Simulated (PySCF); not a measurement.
Molfile (atoms numbered from 1):
```
C6H11NOSi
     RDKit          3D

 20 20  0  0  0  0  0  0  0  0999 V2000
    5.2762    1.4003   -0.3035 O   0  0  0  0  0  0  0  0  0  0  0  0
    4.1978    1.0719    0.0080 C   0  0  0  0  0  0  0  0  0  0  0  0
    3.0943    0.7367    0.3229 N   0  0  0  0  0  0  0  0  0  0  0  0
    1.5000    0.2480    0.7825 Si  0  0  0  0  0  4  0  0  0  0  0  0
    0.8504   -1.0942   -0.3525 C   0  0  0  0  0  0  0  0  0  0  0  0
   -0.6600   -1.2695   -0.1419 C   0  0  0  0  0  0  0  0  0  0  0  0
   -1.4634    0.0189   -0.3273 C   0  0  0  0  0  0  0  0  0  0  0  0
   -1.1562    1.1142    0.6956 C   0  0  0  0  0  0  0  0  0  0  0  0
    0.2774    1.6584    0.6151 C   0  0  0  0  0  0  0  0  0  0  0  0
    1.5681   -0.2332    2.1963 H   0  0  0  0  0  0  0  0  0  0  0  0
    1.3890   -2.0438   -0.2021 H   0  0  0  0  0  0  0  0  0  0  0  0
    1.0531   -0.7824   -1.3929 H   0  0  0  0  0  0  0  0  0  0  0  0
   -1.0435   -2.0385   -0.8332 H   0  0  0  0  0  0  0  0  0  0  0  0
   -0.8493   -1.6627    0.8739 H   0  0  0  0  0  0  0  0  0  0  0  0
   -1.2866    0.4131   -1.3452 H   0  0  0  0  0  0  0  0  0  0  0  0
   -2.5377   -0.2217   -0.2781 H   0  0  0  0  0  0  0  0  0  0  0  0
   -1.8732    1.9421    0.5658 H   0  0  0  0  0  0  0  0  0  0  0  0
   -1.3442    0.7153    1.7094 H   0  0  0  0  0  0  0  0  0  0  0  0
    0.4524    2.4376    1.3743 H   0  0  0  0  0  0  0  0  0  0  0  0
    0.4451    2.1363   -0.3669 H   0  0  0  0  0  0  0  0  0  0  0  0
  1  2  2  0
  2  3  2  0
  3  4  1  0
  4  5  1  0
  5  6  1  0
  6  7  1  0
  7  8  1  0
  8  9  1  0
  9  4  1  0
  4 10  1  0
  5 11  1  0
  5 12  1  0
  6 13  1  0
  6 14  1  0
  7 15  1  0
  7 16  1  0
  8 17  1  0
  8 18  1  0
  9 19  1  0
  9 20  1  0
M  END
```

Geometry: PBE0-D3(BJ)/def2-SVP; GIAO shifts from PySCF 2.14.0 with density-fitted response routines, gas phase, non-relativistic, averaged over equivalent atoms.

At B3LYP/pcSseg-1 (215 basis functions, 66 s wall time on 1 thread of an Arm Neoverse N1, shared host):
```tsv
atoms	δ (ppm)
O1	139.2
C2	125.4
C7	32.7
C6/C8	27.5
C5/C9	17.0
N3	44.2
Si4	-30.3
H10	4.63
H13/H17	1.94
H16	1.58
H14/H18	1.19
H15	1.05
H11/H19	1.05
H12/H20	0.59
```

Chemical shifts δ = σref − σ; H2O for 17O (334.04 ppm); 13C (179.24 ppm) and 29Si (337.86 ppm) and 1H (31.38 ppm) vs TMS; NH3 for 15N (263.54 ppm), all at this level.

Q: Estimate the result of repeating the calculation with PBE0/pcSseg-1.

A: 
| atoms | δ at PBE0/pcSseg-1 | change |
| --- | --- | --- |
| O1 | 138.5 | -0.7 |
| C2 | 126.8 | +1.4 |
| C7 | 30.9 | -1.8 |
| C6/C8 | 25.9 | -1.6 |
| C5/C9 | 15.6 | -1.4 |
| N3 | 43.8 | -0.4 |
| Si4 | -27.3 | +3.0 |
| H10 | 4.74 | +0.11 |
| H13/H17 | 1.91 | -0.03 |
| H16 | 1.54 | -0.04 |
| H14/H18 | 1.16 | -0.03 |
| H15 | 1.03 | -0.02 |
| H11/H19 | 1.06 | +0.01 |
| H12/H20 | 0.61 | +0.02 |

References, each an isolated molecule treated in the same way: 17O (σ = 334.56 ppm) vs H2O; 13C (σ = 184.41 ppm) and 29Si (σ = 351.99 ppm) and 1H (σ = 31.27 ppm) against TMS; NH3 for 15N (σ = 265.67 ppm).

The largest change is at Si4 (silicon bonded to 2 C, N, H, in a 6-membered ring). Cost: 215 basis functions, 73 s wall time on 1 thread of an Arm Neoverse N1, shared host. The order of the carbon signals is the same at both levels.

Experimental scales use liquid or dissolved standards, which lie at an offset from isolated NH3 (liquid NH3: subtract about 20 ppm) and H2O (liquid H2O: subtract about 36 ppm).
